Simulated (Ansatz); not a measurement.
C2H7NZn, SMILES `C[N](C)[ZnH]` at its PBE0-D4/def2-TZVP geometry, where that method's forces vanish. Total charge 0; spin multiplicity 1.

```tsv
atom	x (Å)	y (Å)	z (Å)
C1	-0.3679	0.8785	0.9110
N2	-0.1636	-0.0459	-0.1698
C3	1.1334	-0.6620	-0.1192
Zn4	-1.4015	-0.3964	-1.4497
H5	-1.3578	1.3407	0.8617
H6	-0.2861	0.3875	1.8949
H7	0.3736	1.6946	0.9012
H8	1.2862	-1.2257	0.8160
H9	1.2770	-1.3629	-0.9463
H10	1.9455	0.0816	-0.1774
H11	-2.4389	-0.6900	-2.5224
```

Q: For each bond, give half the difference of the two atoms' forces along it (eV/Å; positive pushes the atoms apart) under PBE-D4, r2SCAN-D4, B3LYP-D4, ωB97M-V in def2-TZVPP. (Estimate.)

A: Ansatz gave: 
```
   bond  length (Å)  PBE-D4  r2SCAN-D4  B3LYP-D4  ωB97M-V
  C1–N2       1.437    0.11       0.21      0.17     0.23
  C1–H5       1.094    0.05      -0.07     -0.11    -0.08
  C1–H6       1.103    0.11      -0.03     -0.07    -0.12
  C1–H7       1.103    0.11      -0.03     -0.07    -0.12
  N2–C3       1.437    0.11       0.21      0.17     0.23
 N2–Zn4       1.815    0.04      -0.09      0.14    -0.01
  C3–H8       1.103    0.11      -0.03     -0.07    -0.12
  C3–H9       1.094    0.05      -0.07     -0.11    -0.08
 C3–H10       1.103    0.11      -0.03     -0.07    -0.12
Zn4–H11       1.521   -0.18      -0.22     -0.20    -0.18
```

B3LYP here is the variant with VWN-RPA as its local correlation; programs differ in this.
